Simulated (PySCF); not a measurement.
4-fluoro-2-phenylthiophene (C10H7FS), SMILES Fc1csc(-c2ccccc2)c1. Atoms are numbered in the order given.

```xyz
19

F      3.6998    -1.4760     0.2099
C      2.6800    -0.6211     0.1003
C      2.8411     0.7288    -0.0686
S      1.2992     1.5066    -0.1732
C      0.4405    -0.0080     0.0008
C     -1.0263    -0.0487    -0.0039
C     -1.7101    -1.1209     0.6013
C     -3.1031    -1.1747     0.5920
C     -3.8458    -0.1552    -0.0114
C     -3.1799     0.9182    -0.6096
C     -1.7863     0.9692    -0.6103
C      1.3271    -1.0555     0.1431
H      3.7722     1.2870    -0.1306
H     -1.1425    -1.9084     1.1004
H     -3.6134    -2.0147     1.0695
H     -4.9374    -0.1967    -0.0141
H     -3.7492     1.7188    -1.0878
H     -1.2773     1.8011    -1.1029
H      1.0397    -2.1011     0.2461
```
Charge 0, spin multiplicity 1.

Geometry optimised at B3LYP-D3(BJ)/def2-SVP. The values are those of a single conformer.

Method: HF/pcSseg-1 run with PySCF.

GIAO shieldings, no solvent; atoms listed in one row are averaged. δ = σ(ref) − σ: ¹⁹F against CFCl3 (σ = 238.5 ppm); ¹³C against TMS (σ = 192.6 ppm); ³³S against H2S (σ = 725.2 ppm); ¹H against TMS (σ = 31.99 ppm), references at their B3LYP-D3(BJ)/def2-TZVP geometries, non-relativistic.

Question: Estimate the chemical shifts. (The exact figures need the calculation; the answer reports its results.)

Answer: 
```json
[
 {"nucleus": "¹⁹F", "atoms": "F1", "count": "1", "δ (ppm)": "-113.7"},
 {"nucleus": "¹³C", "atoms": "C2", "count": "1", "δ (ppm)": "166.8"},
 {"nucleus": "¹³C", "atoms": "C5", "count": "1", "δ (ppm)": "162.2"},
 {"nucleus": "¹³C", "atoms": "C6", "count": "1", "δ (ppm)": "143.0"},
 {"nucleus": "¹³C", "atoms": "C9", "count": "1", "δ (ppm)": "139.3"},
 {"nucleus": "¹³C", "atoms": "C8, C10", "count": "2", "δ (ppm)": "139.0"},
 {"nucleus": "¹³C", "atoms": "C7, C11", "count": "2", "δ (ppm)": "136.0"},
 {"nucleus": "¹³C", "atoms": "C12", "count": "1", "δ (ppm)": "121.3"},
 {"nucleus": "¹³C", "atoms": "C3", "count": "1", "δ (ppm)": "115.9"},
 {"nucleus": "³³S", "atoms": "S4", "count": "1", "δ (ppm)": "339.8"},
 {"nucleus": "¹H", "atoms": "H14", "count": "1", "δ (ppm)": "8.28"},
 {"nucleus": "¹H", "atoms": "H18", "count": "1", "δ (ppm)": "8.14"},
 {"nucleus": "¹H", "atoms": "H15, H17", "count": "2", "δ (ppm)": "7.96"},
 {"nucleus": "¹H", "atoms": "H16", "count": "1", "δ (ppm)": "7.88"},
 {"nucleus": "¹H", "atoms": "H19", "count": "1", "δ (ppm)": "7.61"},
 {"nucleus": "¹H", "atoms": "H13", "count": "1", "δ (ppm)": "7.10"}
]
```
